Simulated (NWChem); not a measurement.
Program: NWChem. System: PbS, charge 0, spin multiplicity 1, at a geometry optimised with PBE0/def2-SVP with def2 effective core potentials on Pb. The structure started from a generated list of species. Level: CCSD(T)/def2-TZVP with def2 effective core potentials on Pb, 9 core orbitals frozen.

Input file:

```
start mol
memory heap 100 mb stack 700 mb global 1900 mb
geometry units angstroms nocenter noautoz
  Pb     0.000000     0.000000     0.376835
  S      0.000000     0.000000    -1.931278
  symmetry group C2v
end
basis spherical
  * library def2-tzvp
end
ecp
  Pb library def2-ecp
end
scf
  rhf
  nopen 0
  maxiter 100
  thresh 1e-7
  semidirect memsize 60000000 filesize 0
end
tce
  freeze core 9
  ccsd(t)
  2eorb
  2emet 13
  thresh 1e-6
  maxiter 100
  tilesize 24
end
task tce energy
```

Output (cleaned and shortened):

```
             Northwest Computational Chemistry Package (NWChem) 7.3.0
             --------------------------------------------------------

                                NWChem Input Module
                                -------------------

 Scaling coordinates for geometry "geometry" by  1.889725989
 (inverse scale =  0.529177249)

 Turning off AUTOSYM since
 SYMMETRY directive was detected!

                             Geometry "geometry" -> ""
                             -------------------------

 Output coordinates in angstroms (scale by  1.889725989 to convert to a.u.)

  No.       Tag          Charge          X              Y              Z
 ---- ---------------- ---------- -------------- -------------- --------------
    1 Pb                  82.0000     0.00000000     0.00000000     0.37683500
    2 S                   16.0000     0.00000000     0.00000000    -1.93127800

 Effective nuclear repulsion energy (a.u.)     300.8000694453

            Nuclear Dipole moment (a.u.)
            ----------------------------
        X                 Y               Z
 ---------------- ---------------- ----------------
     0.0000000000     0.0000000000     0.0000415740

      Symmetry information
      --------------------

 Group name             C2v
 Group number             16
 Group order               4
 No. of unique centers     2

      Symmetry unique atoms

     1    2


 Summary of "ao basis" -> "" (spherical)
 ------------------------------------------------------------------------------
       Tag                 Description            Shells   Functions and Types
 ---------------- ------------------------------  ------  ---------------------
 *                         def2-tzvp                  on all atoms

 Summary of "ao basis" -> "ao basis" (spherical)
 ------------------------------------------------------------------------------
       Tag                 Description            Shells   Functions and Types
 ---------------- ------------------------------  ------  ---------------------
 Pb                        def2-tzvp                16       50   6s5p3d2f
 S                         def2-tzvp                13       37   5s5p2d1f

                                 NWChem SCF Module
                                 -----------------

  ao basis        = "ao basis"
  functions       =    87
  atoms           =     2
  closed shells   =    19
  open shells     =     0
  charge          =   0.00
  wavefunction    = RHF
  use symmetry    = T
  symmetry adapt  = T

 Summary of "ao basis" -> "ao basis" (spherical)
 ------------------------------------------------------------------------------
       Tag                 Description            Shells   Functions and Types
 ---------------- ------------------------------  ------  ---------------------
 Pb                        def2-tzvp                16       50   6s5p3d2f
 S                         def2-tzvp                13       37   5s5p2d1f

      Symmetry analysis of basis
      --------------------------

        a1         37
        a2          8
        b1         21
        b2         21

 Forming initial guess at       0.1s

      Superposition of Atomic Density Guess
      -------------------------------------

 Sum of atomic energies:        -616.84012419

      Non-variational initial energy
      ------------------------------

 Total energy =    -589.309842
 1-e energy   =   -1046.181963
 2-e energy   =     376.169664
 HOMO         =      -0.288419
 LUMO         =      -0.046055

      Symmetry analysis of molecular orbitals - initial
      -------------------------------------------------

 !! scf_movecs_sym_adapt:   58 vectors were symmetry contaminated

  Symmetry fudging

 !! scf_movecs_sym_adapt:   48 vectors were symmetry contaminated

  Numbering of irreducible representations:

     1 a1          2 a2          3 b1          4 b2

  Orbital symmetries:

     1 a1          2 a1          3 a1          4 b1          5 b2
     6 a1          7 a1          8 b1          9 b2         10 a1
    11 b1         12 b2         13 a1         14 a2         15 a1
    16 a1         17 b1         18 b2         19 a1         20 b1
    21 b2         22 a1         23 b1         24 b2         25 a1
    26 a1         27 a2         28 a1         29 a1

 Starting SCF solution at       0.8s

 ----------------------------------------------
         Quadratically convergent ROHF

 Convergence threshold     :          1.000E-07
 Maximum no. of iterations :          100
 Final Fock-matrix accuracy:          1.000E-09
 ----------------------------------------------

              iter       energy          gnorm     gmax       time
             ----- ------------------- --------- --------- --------
                 1     -589.3231563118  8.97D-01  3.22D-01      0.8
                 2     -589.4096120810  2.08D-01  4.08D-02      0.9
                 3     -589.4146770743  9.47D-03  2.16D-03      0.9
                 4     -589.4146965892  5.71D-05  1.73D-05      1.0
                 5     -589.4146965896  8.43D-09  2.13D-09      1.1

       Final RHF  results
       ------------------

         Total SCF energy =   -589.414696589621
      One-electron energy =  -1047.211522198726
      Two-electron energy =    377.094367953048
 Nuclear repulsion energy =     80.702457656057

        Time for solution =      0.2s

       Symmetry analysis of molecular orbitals - final
       -----------------------------------------------

  Numbering of irreducible representations:

     1 a1          2 a2          3 b1          4 b2

  Orbital symmetries:

     1 a1          2 a1          3 a1          4 b2          5 b1
     6 a1          7 b2          8 b1          9 a1         10 a1
    11 a1         12 a2         13 b1         14 b2         15 a1
    16 a1         17 a1         18 b2         19 b1         20 b2
    21 b1         22 a1         23 b1         24 b2         25 a1
    26 a1         27 a2         28 a1         29 b1

             Final eigenvalues
             -----------------

              1
    1  -91.9071
    2   -8.9101
    3   -6.5904
    4   -6.5896
    5   -6.5896
    6   -6.2107
    7   -3.8972
    8   -3.8972
    9   -3.8869
   10   -1.1197
   11   -1.1196
   12   -1.1196
   13   -1.1095
   14   -1.1095
   15   -0.8604
   16   -0.5866
   17   -0.3437
   18   -0.3320
   19   -0.3320
   20    0.0011
   21    0.0011
   22    0.0891
   23    0.1643
   24    0.1643
   25    0.2319
   26    0.2695
   27    0.2695
   28    0.2852
   29    0.3249

                       ROHF Final Molecular Orbital Analysis
                       -------------------------------------

 Vector   17  Occ=2.000000D+00  E=-3.437175D-01  Symmetry=a1
              MO Center= -3.8D-16,  2.3D-15, -7.1D-01, r^2= 4.0D+00
   Bfn.  Coefficient  Atom+Function         Bfn.  Coefficient  Atom+Function
  ----- ------------  ---------------      ----- ------------  ---------------
    67     -0.400873  2 S  pz                 6      0.373204  1 Pb s
    12     -0.313561  1 Pb pz                70     -0.301671  2 S  pz
    18      0.264000  1 Pb pz                15      0.241901  1 Pb pz
     3     -0.176475  1 Pb s                 64     -0.174570  2 S  pz
     5      0.158576  1 Pb s

 Vector   18  Occ=2.000000D+00  E=-3.320085D-01  Symmetry=b2
              MO Center= -4.8D-31,  8.2D-16, -1.5D+00, r^2= 2.3D+00
   Bfn.  Coefficient  Atom+Function         Bfn.  Coefficient  Atom+Function
  ----- ------------  ---------------      ----- ------------  ---------------
    66      0.449809  2 S  py                69      0.348763  2 S  py
    63      0.200910  2 S  py                17      0.180079  1 Pb py
    57     -0.162723  2 S  py                11     -0.158697  1 Pb py

 Vector   19  Occ=2.000000D+00  E=-3.320085D-01  Symmetry=b1
              MO Center= -5.3D-18, -1.1D-30, -1.5D+00, r^2= 2.3D+00
   Bfn.  Coefficient  Atom+Function         Bfn.  Coefficient  Atom+Function
  ----- ------------  ---------------      ----- ------------  ---------------
    65      0.449809  2 S  px                68      0.348763  2 S  px
    62      0.200910  2 S  px                16      0.180079  1 Pb px
    56     -0.162723  2 S  px                10     -0.158697  1 Pb px

 Vector   20  Occ=0.000000D+00  E= 1.148425D-03  Symmetry=b2
              MO Center=  6.5D-31, -4.3D-16,  2.7D-01, r^2= 5.5D+00
   Bfn.  Coefficient  Atom+Function         Bfn.  Coefficient  Atom+Function
  ----- ------------  ---------------      ----- ------------  ---------------
    20      0.609060  1 Pb py                17      0.354075  1 Pb py
    69     -0.351742  2 S  py                11     -0.308852  1 Pb py
    14      0.223167  1 Pb py                66     -0.164305  2 S  py

 Vector   21  Occ=0.000000D+00  E= 1.148425D-03  Symmetry=b1
              MO Center=  2.6D-15, -1.9D-30,  2.7D-01, r^2= 5.5D+00
   Bfn.  Coefficient  Atom+Function         Bfn.  Coefficient  Atom+Function
  ----- ------------  ---------------      ----- ------------  ---------------
    19      0.609060  1 Pb px                16      0.354075  1 Pb px
    68     -0.351742  2 S  px                10     -0.308852  1 Pb px
    13      0.223167  1 Pb px                65     -0.164305  2 S  px

 Vector   22  Occ=0.000000D+00  E= 8.913926D-02  Symmetry=a1
              MO Center=  2.5D-15,  3.2D-15,  8.7D-01, r^2= 9.2D+00
   Bfn.  Coefficient  Atom+Function         Bfn.  Coefficient  Atom+Function
  ----- ------------  ---------------      ----- ------------  ---------------
    21      1.324975  1 Pb pz                55      0.493283  2 S  s
    18     -0.398986  1 Pb pz                 5     -0.288740  1 Pb s
    15      0.155956  1 Pb pz                 3      0.153830  1 Pb s

 center of mass
 --------------
 x =   0.00000000 y =   0.00000000 z =   0.13093804

 moments of inertia (a.u.)
 ------------------
         527.203989344578           0.000000000000           0.000000000000
           0.000000000000         527.203989344578           0.000000000000
           0.000000000000           0.000000000000           0.000000000000

  Mulliken analysis of the total density
  --------------------------------------

    Atom       Charge   Shell Charges
 -----------   ------   -------------------------------------------------------
    1 Pb  22    21.37   0.06 -0.59  1.78  0.76  1.10  0.77 -0.62  6.56  0.49  0.75  0.19  9.10  0.88  0.11  0.03  0.00
    2 S   16    16.63   2.01  0.49  1.48  1.05  0.86  4.18  1.70  0.85  2.33  1.64  0.01  0.04  0.00

       Multipole analysis of the density wrt the origin
       ------------------------------------------------

     L   x y z        total         open         nuclear
     -   - - -        -----         ----         -------
     0   0 0 0     -0.000000      0.000000     38.000000

     1   1 0 0      0.000000      0.000000      0.000000
     1   0 1 0     -0.000000      0.000000      0.000000
     1   0 0 1      2.048018      0.000000    -42.726852

     2   2 0 0    -29.571315      0.000000      0.000000
     2   1 1 0      0.000000      0.000000      0.000000
     2   1 0 1      0.000000      0.000000      0.000000
     2   0 2 0    -29.571315      0.000000      0.000000
     2   0 1 1     -0.000000      0.000000      0.000000
     2   0 0 2    -37.211478      0.000000    224.268042

                   NWChem Extensible Many-Electron Theory Module
                   ---------------------------------------------


            General Information
            -------------------
      Number of processors :     1
         Wavefunction type : Restricted Hartree-Fock
          No. of electrons :    38
           Alpha electrons :    19
            Beta electrons :    19
           No. of orbitals :   174
            Alpha orbitals :    87
             Beta orbitals :    87
        Alpha frozen cores :     9
         Beta frozen cores :     9
     Alpha frozen virtuals :     0
      Beta frozen virtuals :     0
         Spin multiplicity : singlet
    Number of AO functions :    87
       Number of AO shells :    29
        Use of symmetry is : on
      Symmetry adaption is : on
         Schwarz screening : 0.10D-09

          Correlation Information
          -----------------------
          Calculation type : Coupled-cluster singles & doubles w/ perturbation
   Perturbative correction : (T)
            Max iterations :      100
        Residual threshold : 0.10D-05
     T(0) DIIS level shift : 0.00D+00
     L(0) DIIS level shift : 0.00D+00
     T(1) DIIS level shift : 0.00D+00
     L(1) DIIS level shift : 0.00D+00
     T(R) DIIS level shift : 0.00D+00
     T(I) DIIS level shift : 0.00D+00
   CC-T/L Amplitude update :  5-th order DIIS
                I/O scheme : Global Array Library
        L-threshold :  0.10D-05
        EOM-threshold :  0.10D-05
 no EOMCCSD initial starts read in
 TCE RESTART OPTIONS
 SLICE:      F
 D4D5:       F
 quantumc:   F
 qrotation:  F
 pwtce:      F
 qducc:      F
 nacto:                         0
 nrotv:                         0
 nrot:                          0

            Memory Information
            ------------------
          Available GA space size is     249029231 doubles
          Available MA space size is     104836644 doubles

 Maximum block size supplied by input
 Maximum block size        24 doubles

 tile_dim =     17

 -------------------------------------------------

 Global array virtual files algorithm will be used

 Parallel file system coherency ......... OK

 4-electron integrals stored in orbital form

 v2    file size   =          2095745
 4-index algorithm nr.  13 is used
 imaxsize =       30
 imaxsize ichop =        0


CCSD iterations
 ---------------------------------------------------------
 Iter          Residuum       Correlation     Cpu    Wall
 ---------------------------------------------------------
    1   0.1901345290999  -0.5605412062126     0.3     0.3
    2   0.0422518394668  -0.5250229142491     0.3     0.3
    3   0.0130849404797  -0.5400138573515     0.3     0.3
    4   0.0090759178060  -0.5383025074534     0.3     0.3
    5   0.0037814836089  -0.5400276707478     0.3     0.3
    6   0.0019511090799  -0.5399396088657     0.3     0.3
    7   0.0016045076044  -0.5399035721306     0.3     0.3
    8   0.0007418915650  -0.5399770021821     0.3     0.3
    9   0.0007320789767  -0.5399469793191     0.4     0.4
   10   0.0003437457032  -0.5400018011057     0.3     0.3
   11   0.0000461363243  -0.5400210525652     0.3     0.3
   12   0.0000193343093  -0.5400190193805     0.3     0.3
   13   0.0000092136244  -0.5400190652509     0.3     0.3
   14   0.0000053909971  -0.5400191791602     0.3     0.3
   15   0.0000027773988  -0.5400189191162     0.3     0.3
   16   0.0000009272833  -0.5400189368888     0.3     0.3
 -----------------------------------------------------------------
 Iterations converged
 CCSD correlation energy / hartree =        -0.540018936888825
 CCSD total energy / hartree       =      -589.954715526510199

 Singles contributions

 Doubles contributions
 CCSD(T)
 Using plain CCSD(T) code
             total no. of tasks          925
 total no. of tasks / no. procs          925
                         wl_min          343           2.6
                         wl_max       505750           8.9
        thresh for no. of tasks          925

 CCSD[T]  correction energy / hartree =        -0.026523557278781
 CCSD[T] correlation energy / hartree =        -0.566542494167606
 CCSD[T] total energy / hartree       =      -589.981239083788978
 CCSD(T)  correction energy / hartree =        -0.024069648759266
 CCSD(T) correlation energy / hartree =        -0.564088585648091
 CCSD(T) total energy / hartree       =      -589.978785175269422

 Task  times  cpu:       17.3s     wall:       17.3s

 Total times  cpu:       17.3s     wall:       17.3s
```
